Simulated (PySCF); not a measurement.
Br$_{3}$Sn (SMILES [Br][Sn+]([Br])[Br]), charge +1, singlet, geometry from GFN2-xTB (such geometries of metal compounds can be far from the true shape) (all electrons, no relativity).

The PySCF input:
```python
from pyscf import gto, scf, dft

mol = gto.M(
    atom='''
Sn   -0.00000000    0.00000000    0.00000000
Br   -1.99407378   -1.54743063   -0.18843106
Br   -0.04903946    2.26951936   -1.11948875
Br    2.04311323   -0.72208873    1.30791981
''',
    basis='sto-3g',
    charge=1,
    verbose=5,
)

mf = dft.RKS(mol)
mf.xc = 'scan'
mf.kernel()
```

**Question.** What HOMO energy does PySCF with SCAN/STO-3G give?

**Answer.** -10.35 eV

**Question.** Predict the number of basis functions from SCAN/STO-3G.

**Answer.** 81

**Question.** What is the computed nuclear repulsion energy (SCAN/STO-3G)?

**Answer.** 1541.2254 Eh

**Question.** Predict the HOMO-LUMO gap from SCAN/STO-3G.

**Answer.** 3.12 eV

**Question.** Estimate the total energy that SCAN/STO-3G returns for this input.

**Answer.** -13604.5876 Eh

**Question.** Estimate the Mulliken (on the basis functions themselves) charges in atom order that SCAN/STO-3G returns for this input.

**Answer.** Sn1 0.84, Br2 0.05, Br3 0.05, Br4 0.05
